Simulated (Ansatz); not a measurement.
Ta(O)(F)(NH2)2 (FH4N2OTa), SMILES [F][Ta]([NH2])([NH2])=[O], multiplicity 1.

Coordinates come from a PBE0-D3(BJ)/def2-SVP optimisation. The spin state was assumed, not searched. The structure was generated by enumeration; whether it is a known compound was not checked. The def2 effective core potentials stand for the cores of Ta; spin–orbit coupling is left out. Other conformers were not sampled.

Two levels are set side by side: PBE/def2-SVPD (Ansatz, an electronic-structure program) and CAM-B3LYP/def2-SVPD (Ansatz). Energy differences of separate SCF runs at the same geometry; the states with an electron removed or added have multiplicity 2 and 2. Differences are taken from unrounded values.

```csv
quantity,CAM-B3LYP
vertical ionisation energy (eV),10.17
vertical singlet–triplet gap (eV),5.68
```

Problem. What does PBE give, and how far is it from CAM-B3LYP? (An estimate is asked for; the answer gives what the named calculation found.)

Solution. 
```
quantity                            PBE  PBE minus CAM-B3LYP
---------------------------------  ----  -------------------
vertical ionisation energy (eV)    9.58                -0.60
vertical singlet–triplet gap (eV)  5.24                -0.44
```
